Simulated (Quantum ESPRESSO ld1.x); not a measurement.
Results of a calculation; reference values are marked as such.
Problem. The mean radii <r> (bohr) of the occupied orbitals of an atom or ion are listed with their occupations. Level of theory: Dirac Kohn-Sham, LDA (Slater exchange, Perdew-Zunger correlation), spin-unpolarised, spherical densities, point nucleus (ld1.x of Quantum ESPRESSO 7.5).

orbital  occ.      <r>
1s1/2       2  0.02845
2s1/2       2   0.1223
2p1/2       2   0.1033
2p3/2       4   0.1088
3s1/2       2   0.3303
3p1/2       2   0.3206
3p3/2       4   0.3319
3d3/2       4   0.3026
3d5/2       6   0.3062
4s1/2       2   0.7682
4p1/2       2   0.7980
4p3/2       4   0.8222
4d3/2     2.4   0.9025
4d5/2     3.6   0.9104

Name the element and its charge. Open shells, if any, are shared by 2j + 1.

Solution. Z = 51, antimony, charge +9: Sb9+ in [Kr] 4d6. The 1s radius gives Z: for a bare nucleus <r> = (2 gamma + 1)/(2Z) with gamma = sqrt(1 - (Z/c)^2), 0.028 bohr for Z = 51, and screening makes it slightly larger (0.02845 here). The occupations add up to 42, and the charge is Z minus that.
